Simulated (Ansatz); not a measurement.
Cost and result for the atomization energy of C₂H₈BIn (`C[B](C)[InH2]`) (12 atoms, 11 bonds).

Z-matrix (Å, degrees):
```
C
B 1 1.563
H 1 1.092 2 116.7
H 1 1.103 2 104.3 3 116.2
H 1 1.096 2 113.7 3 -128.8
C 2 1.563 1 118.9 3 151.5
In 2 2.266 1 120.6 3 -28.4
H 6 1.096 2 113.7 1 22.8
H 6 1.092 2 116.7 1 151.6
H 6 1.103 2 104.3 1 -92.1
H 7 1.740 2 123.9 1 -85.3
H 7 1.740 2 123.9 1 94.7
```

Total charge 0; spin multiplicity 1. Correlated methods include outer-core shells of In, which these sets cover unevenly. In: def2 effective core potential. The geometry is a stationary point of PBE0-D4/def2-TZVP. Program: Ansatz. All runs use 4 threads of an INTEL XEON PLATINUM 8581C on a shared host. Times are those of one run each, without the atoms' runs, and a repeat can differ threefold. Electronic energies, without spin–orbit coupling; frozen cores. CCSD(T)/CBS adds CCSD(T) − MP2 in def2-TZVPP to the MP2 limit, and its time is that of the two runs behind it. T1 = 0.013. With those shells the extrapolation isn't a true limit. B3LYP takes the VWN-RPA correlation (the form of Gaussian; ORCA's B3LYP/G).

CCSD(T)/CBS is a level of theory with its own doubt, some kJ/mol a heavy atom from the limit and from the frozen cores, so smaller differences don't rank the functionals.

```tsv
level	functions	wall time
LDA (SPW92)/def2-TZVPP	255	0.8 s
PBE-D4/def2-TZVPP (with forces)	255	1.4 s
PBE0-D4/def2-TZVPP	255	1.6 s
CAM-B3LYP-D4/def2-TZVPP	255	2 s
r2SCANh-D4/def2-TZVPP	255	2.1 s
r2SCAN-D4/def2-TZVPP (with forces)	255	2.3 s
B3LYP-D4/def2-TZVPP (with forces)	255	2.8 s
B2PLYP/def2-TZVPP	255	3 s
CCSD(T)/def2-SVP	108	3.3 s
ωB97M-V/def2-TZVPP (with forces)	255	5.5 s
MP2/def2-QZVPP	493	14 s
CCSD(T)/def2-TZVPP	255	70 s
CCSD(T)/CBS(def2)	–	83 s
```

Problem. What atomization energy does each give, and how far from CCSD(T)/CBS? (Estimate.)

Solution. Ansatz gave: 
```tsv
level	atomization (kJ/mol)	difference from CCSD(T)/CBS	per bond
LDA (SPW92)/def2-TZVPP	4500.5	511.3	46.5
PBE-D4/def2-TZVPP (with forces)	4033.6	44.4	4.0
PBE0-D4/def2-TZVPP	4008.6	19.4	1.8
CAM-B3LYP-D4/def2-TZVPP	4018.7	29.5	2.7
r2SCANh-D4/def2-TZVPP	4004.3	15.1	1.4
r2SCAN-D4/def2-TZVPP (with forces)	4016.0	26.8	2.4
B3LYP-D4/def2-TZVPP (with forces)	3994.6	5.4	0.5
B2PLYP/def2-TZVPP	3947.6	-41.6	-3.8
CCSD(T)/def2-SVP	3819.3	-169.9	-15.4
ωB97M-V/def2-TZVPP (with forces)	4012.7	23.5	2.1
MP2/def2-QZVPP	3960.9	-28.3	-2.6
CCSD(T)/def2-TZVPP	3913.9	-75.3	-6.8
CCSD(T)/CBS(def2)	3989.2	0.0	0.0
```

In def2-TZVPP, CCSD(T) changes the Hartree–Fock value by +861.6 kJ/mol (the triples alone add +41.3 kJ/mol) and MP2 by +864.3 kJ/mol; breaking electron pairs costs correlation energy, which Hartree–Fock lacks. From PBE to PBE0 (25 % exact exchange), in def2-TZVPP and without D4, the atomization energy moves by −21.9 kJ/mol: exact exchange takes away binding that semilocal exchange gives to molecules. At CCSD(T), def2-SVP lies −169.8 kJ/mol from the extrapolated value and def2-TZVPP −75.2 kJ/mol: correlation converges slowly with the basis, and small sets miss more of it in the bonded molecule than in its fragments.

Spin–orbit coupling would lower the free In atoms strongly, and the atomization energy with them, by more than many differences here.
